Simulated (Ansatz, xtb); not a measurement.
# Relative energy of two conformers of C3H9FGe

Structure a: `C[CH2][Ge@H]([CH3])[F]`, a singlet. Structure b: `C[CH2][Ge@H]([CH3])[F]`, a singlet. Both are isolated molecules in the gas phase, relaxed with r2SCAN-D4/def2-SVP.

a (Å):

```xyz
14

C    -1.7149    0.6641    1.6720
C    -2.2876   -0.4962    0.8572
C    -1.3450    0.5900   -2.0546
F    -2.0660   -2.2315   -1.5395
Ge   -1.2784   -0.8632   -0.7699
H    -1.7101    1.6054    1.0977
H    -2.3032    0.8463    2.5860
H    -0.6769    0.4682    1.9886
H    -2.3126   -1.4247    1.4526
H    -3.3297   -0.2931    0.5549
H     0.1636   -1.3262   -0.4796
H    -0.8194    1.4768   -1.6677
H    -0.8691    0.2888   -2.9995
H    -2.3913    0.8629   -2.2593
```

b (Å):

```yaml
atoms:
  - { symbol: C, position_ang: [-0.4757, -1.9810, 1.6631] }
  - { symbol: C, position_ang: [-0.2758, -0.4713, 1.7954] }
  - { symbol: C, position_ang: [-0.2569, 2.3666, 0.1831] }
  - { symbol: F, position_ang: [-1.6992, -0.0501, -0.7401] }
  - { symbol: Ge, position_ang: [-0.2133, 0.4306, 0.0697] }
  - { symbol: H, position_ang: [-1.3938, -2.2077, 1.0987] }
  - { symbol: H, position_ang: [0.3636, -2.4542, 1.1274] }
  - { symbol: H, position_ang: [-0.5557, -2.4692, 2.6479] }
  - { symbol: H, position_ang: [0.6531, -0.2341, 2.3445] }
  - { symbol: H, position_ang: [-1.1007, -0.0117, 2.3681] }
  - { symbol: H, position_ang: [0.9195, -0.0949, -0.8346] }
  - { symbol: H, position_ang: [0.6636, 2.7466, 0.6530] }
  - { symbol: H, position_ang: [-1.1182, 2.6875, 0.7880] }
  - { symbol: H, position_ang: [-0.3462, 2.8105, -0.8193] }
```

Estimate E(b) − E(a) at the level CCSD(T)/def2-SVP + ΔMP2/def2-TZVPP.

Too close to call at this level: CCSD(T)/def2-SVP + ΔMP2/def2-TZVPP gives E(b) − E(a) = −0.23 kcal/mol.

Level by level:

| level | geometry | E(b) − E(a) (kcal/mol) | departure from the last row (kcal/mol) | job, with rough time for the two |
| --- | --- | --- | --- | --- |
| r2SCAN-D4/def2-SVP | r2SCAN-D4/def2-SVP | −0.50 | −0.26 | optimisation, 2.1 min |
| HF/def2-SVP | r2SCAN-D4/def2-SVP | −0.44 | −0.21 | part of the CCSD(T) run |
| MP2/def2-SVP | r2SCAN-D4/def2-SVP | −0.43 | −0.20 | part of the CCSD(T) run |
| CCSD(T)/def2-SVP | r2SCAN-D4/def2-SVP | −0.46 | −0.23 | single point |
| CCSD(T)/def2-SVP + ΔMP2/def2-TZVPP | r2SCAN-D4/def2-SVP | −0.23 |  | single point, 3 min |

The largest departure from CCSD(T)/def2-SVP + ΔMP2/def2-TZVPP is that of r2SCAN-D4/def2-SVP, 0.26 kcal/mol. Levels run at GFN2-xTB geometries aren't shown. The last row adds to CCSD(T) the change of the MP2 difference between the two basis sets, here +0.23 kcal/mol.

With thermal terms from frequencies at re-optimised GFN2-xTB minima (ideal gas, soft modes damped towards free rotors, one conformer each, 298.15 K, 1 atm): on the last row, ΔE + ΔZPE = −0.25, ΔH = −0.25, ΔG = −0.26 kcal/mol.

The correlated steps freeze 13 core orbitals; the filled d shell of Ge is correlated, in a basis made for valence electrons. Run with Ansatz 0.2.0, xtb 6.7.1; the last row on 2 threads of Intel(R) Xeon(R) Processor @ 2.50GHz (Skylake/Cascade Lake) on a shared host.
